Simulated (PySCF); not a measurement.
## Polarisability and C₆ of Mn (manganese, neutral)

[Ar] 3d5 4s2, high-spin 6S determinant. All numbers are calculated (PySCF 2.14, the non-relativistic Hamiltonian (point nucleus), in def2-QZVPPD). Coupled (time-dependent) response in atomic units; α is the mean over directions.

| method | mean α (bohr³) | C₆ (like pair) | S(−4) |
| --- | --- | --- | --- |
| BP86 | 72.53 | 684.8 | 3183 |

S(−4) is the Cauchy moment in α(ω) = α(0) + S(−4) ω² + …

Reference α: 68 ± 9 bohr³ (recommended; Schwerdtfeger and Nagle, table of static dipole polarizabilities (2023 update)). Published C₆: 552.0 (Chu and Dalgarno (2004); Tang, Norbeck and Certain (1976)).

α(iu) at BP86:

```
u (hartree)  α(iu) (bohr³)
          0          72.53
     0.0500          65.63
      0.100          52.20
      0.200          30.69
      0.300          19.35
      0.500          9.910
      0.750          5.736
       1.00          3.915
       1.50          2.298
       2.00          1.562
       3.00         0.8801
       5.00         0.4007
```
